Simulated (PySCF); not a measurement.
## Atomic charges against the basis set

Species: silole, C4H6Si.
Bonds: C1–C2 (double), C2–Si3, Si3–C4, C4–C5 (double), C1–C5. Hydrogens: H6 on C1; H7 on C2; H8, H9 on Si3; H10 on C4; H11 on C5.

PBE0 throughout (PySCF), one geometry, spherical d and f functions. Isolated species at its PBE0-D3(BJ)/def2-SVP geometry, gas phase. Atoms taken as equivalent share a column and are averaged.

Mulliken charges (e):

| basis | functions | C1/C5 | C2/C4 | Si3 | H6/H11 | H7/H10 | H8/H9 |
| --- | --- | --- | --- | --- | --- | --- | --- |
| STO-3G | 35 | -0.097 | -0.255 | +0.621 | +0.075 | +0.075 | -0.108 |
| 6-31G | 61 | -0.102 | -0.501 | +0.716 | +0.172 | +0.174 | -0.101 |
| pcSseg-0 | 61 | -0.177 | -0.766 | +1.003 | +0.241 | +0.250 | -0.049 |
| 6-31G* | 86 | -0.151 | -0.371 | +0.467 | +0.173 | +0.183 | -0.068 |
| cc-pVDZ | 104 | -0.015 | -0.157 | +0.372 | +0.013 | +0.025 | -0.052 |
| def2-SVP | 104 | -0.023 | -0.252 | +0.511 | +0.034 | +0.050 | -0.064 |
| aug-cc-pVDZ | 173 | +0.882 | -0.057 | -0.116 | -0.488 | -0.531 | +0.252 |
| 6-311+G(2d,p) | 179 | -0.036 | -0.399 | +0.560 | +0.110 | +0.110 | -0.065 |
| def2-TZVP | 197 | -0.103 | -0.264 | +0.277 | +0.120 | +0.130 | -0.022 |
| cc-pVTZ | 238 | -0.095 | -0.250 | +0.306 | +0.120 | +0.114 | -0.042 |
| IGLO-III | 244 | -0.014 | -0.395 | +0.800 | +0.085 | +0.086 | -0.162 |

IAO charges (e):

| basis | functions | C1/C5 | C2/C4 | Si3 | H6/H11 | H7/H10 | H8/H9 |
| --- | --- | --- | --- | --- | --- | --- | --- |
| STO-3G | 35 | -0.147 | -0.389 | +0.762 | +0.129 | +0.132 | -0.107 |
| 6-31G | 61 | -0.139 | -0.406 | +0.604 | +0.152 | +0.163 | -0.073 |
| pcSseg-0 | 61 | -0.137 | -0.408 | +0.607 | +0.151 | +0.161 | -0.070 |
| 6-31G* | 86 | -0.128 | -0.429 | +0.728 | +0.145 | +0.157 | -0.108 |
| cc-pVDZ | 104 | -0.133 | -0.428 | +0.721 | +0.147 | +0.158 | -0.105 |
| def2-SVP | 104 | -0.128 | -0.428 | +0.735 | +0.144 | +0.155 | -0.110 |
| aug-cc-pVDZ | 173 | -0.137 | -0.436 | +0.725 | +0.151 | +0.163 | -0.104 |
| 6-311+G(2d,p) | 179 | -0.136 | -0.444 | +0.757 | +0.151 | +0.163 | -0.112 |
| def2-TZVP | 197 | -0.135 | -0.447 | +0.766 | +0.150 | +0.162 | -0.114 |
| cc-pVTZ | 238 | -0.135 | -0.443 | +0.752 | +0.150 | +0.162 | -0.111 |
| IGLO-III | 244 | -0.136 | -0.447 | +0.766 | +0.151 | +0.163 | -0.114 |

Hirshfeld charges (e):

```csv
basis,functions,C1/C5,C2/C4,Si3,H6/H11,H7/H10,H8/H9
STO-3G,35,-0.041,-0.126,+0.386,+0.022,+0.024,-0.072
6-31G,61,-0.038,-0.146,+0.296,+0.050,+0.052,-0.066
pcSseg-0,61,-0.038,-0.145,+0.321,+0.046,+0.043,-0.067
6-31G*,86,-0.033,-0.143,+0.290,+0.049,+0.052,-0.070
cc-pVDZ,104,-0.037,-0.142,+0.312,+0.048,+0.048,-0.073
def2-SVP,104,-0.037,-0.143,+0.319,+0.048,+0.047,-0.074
aug-cc-pVDZ,173,-0.046,-0.151,+0.325,+0.054,+0.051,-0.070
"6-311+G(2d,p)",179,-0.045,-0.149,+0.324,+0.053,+0.051,-0.071
def2-TZVP,197,-0.042,-0.148,+0.318,+0.053,+0.051,-0.072
cc-pVTZ,238,-0.041,-0.147,+0.316,+0.052,+0.050,-0.072
IGLO-III,244,-0.045,-0.147,+0.320,+0.052,+0.049,-0.069
```

ESP-fitted charges (e):

```json
{"basis": "STO-3G", "functions": "35", "C1/C5": "-0.064", "C2/C4": "-0.232", "Si3": "+0.431", "H6/H11": "+0.068", "H7/H10": "+0.090", "H8/H9": "-0.077"}
{"basis": "6-31G", "functions": "61", "C1/C5": "-0.066", "C2/C4": "-0.403", "Si3": "+0.526", "H6/H11": "+0.126", "H7/H10": "+0.181", "H8/H9": "-0.101"}
{"basis": "pcSseg-0", "functions": "61", "C1/C5": "-0.056", "C2/C4": "-0.478", "Si3": "+0.617", "H6/H11": "+0.132", "H7/H10": "+0.203", "H8/H9": "-0.110"}
{"basis": "6-31G*", "functions": "86", "C1/C5": "-0.060", "C2/C4": "-0.372", "Si3": "+0.473", "H6/H11": "+0.120", "H7/H10": "+0.170", "H8/H9": "-0.095"}
{"basis": "cc-pVDZ", "functions": "104", "C1/C5": "-0.052", "C2/C4": "-0.361", "Si3": "+0.446", "H6/H11": "+0.113", "H7/H10": "+0.164", "H8/H9": "-0.086"}
{"basis": "def2-SVP", "functions": "104", "C1/C5": "-0.044", "C2/C4": "-0.383", "Si3": "+0.493", "H6/H11": "+0.110", "H7/H10": "+0.167", "H8/H9": "-0.097"}
{"basis": "aug-cc-pVDZ", "functions": "173", "C1/C5": "-0.051", "C2/C4": "-0.387", "Si3": "+0.497", "H6/H11": "+0.117", "H7/H10": "+0.171", "H8/H9": "-0.098"}
{"basis": "6-311+G(2d,p)", "functions": "179", "C1/C5": "-0.054", "C2/C4": "-0.403", "Si3": "+0.501", "H6/H11": "+0.123", "H7/H10": "+0.180", "H8/H9": "-0.097"}
{"basis": "def2-TZVP", "functions": "197", "C1/C5": "-0.052", "C2/C4": "-0.387", "Si3": "+0.490", "H6/H11": "+0.118", "H7/H10": "+0.173", "H8/H9": "-0.098"}
{"basis": "cc-pVTZ", "functions": "238", "C1/C5": "-0.051", "C2/C4": "-0.383", "Si3": "+0.494", "H6/H11": "+0.116", "H7/H10": "+0.170", "H8/H9": "-0.099"}
{"basis": "IGLO-III", "functions": "244", "C1/C5": "-0.048", "C2/C4": "-0.393", "Si3": "+0.501", "H6/H11": "+0.116", "H7/H10": "+0.174", "H8/H9": "-0.100"}
```

Task: Which scheme is steadiest as the basis changes?

Result: Largest range over the bases for any column: Hirshfeld 0.10 e, IAO 0.16 e, ESP-fitted 0.25 e, Mulliken 1.12 e. Hirshfeld charges move least and Mulliken charges most, counted in e. Without the minimal STO-3G basis the ranges are Hirshfeld 0.03, IAO 0.16, ESP-fitted 0.17, Mulliken 1.12 e.

Task: How much do the charges still move between the two largest bases, cc-pVTZ and IGLO-III?

Result: At most, over all atoms: Mulliken 0.494 e, IAO 0.014 e, Hirshfeld 0.004 e, ESP-fitted 0.011 e.

Task: What do the same runs give for the total energy, the frontier levels and the dipole moment?

Result: 
| basis | energy (Eh) | HOMO (eV) | LUMO (eV) | μ (D) |
| --- | --- | --- | --- | --- |
| STO-3G | -439.9579 | -4.45 | 1.98 | 0.49 |
| 6-31G | -445.0800 | -6.57 | -1.18 | 0.54 |
| pcSseg-0 | -444.4815 | -6.92 | -1.51 | 0.37 |
| 6-31G* | -445.1464 | -6.55 | -1.26 | 0.68 |
| cc-pVDZ | -445.1756 | -6.70 | -1.40 | 0.62 |
| def2-SVP | -444.9670 | -6.80 | -1.50 | 0.58 |
| aug-cc-pVDZ | -445.1838 | -6.81 | -1.58 | 0.63 |
| 6-311+G(2d,p) | -445.2197 | -6.82 | -1.61 | 0.66 |
| def2-TZVP | -445.2337 | -6.81 | -1.59 | 0.69 |
| cc-pVTZ | -445.2321 | -6.79 | -1.55 | 0.67 |
| IGLO-III | -445.2378 | -6.82 | -1.61 | 0.65 |

The dipole is fixed by the density alone, so its range of 0.32 D shows that the density itself changes with the basis, not only its division among atoms.
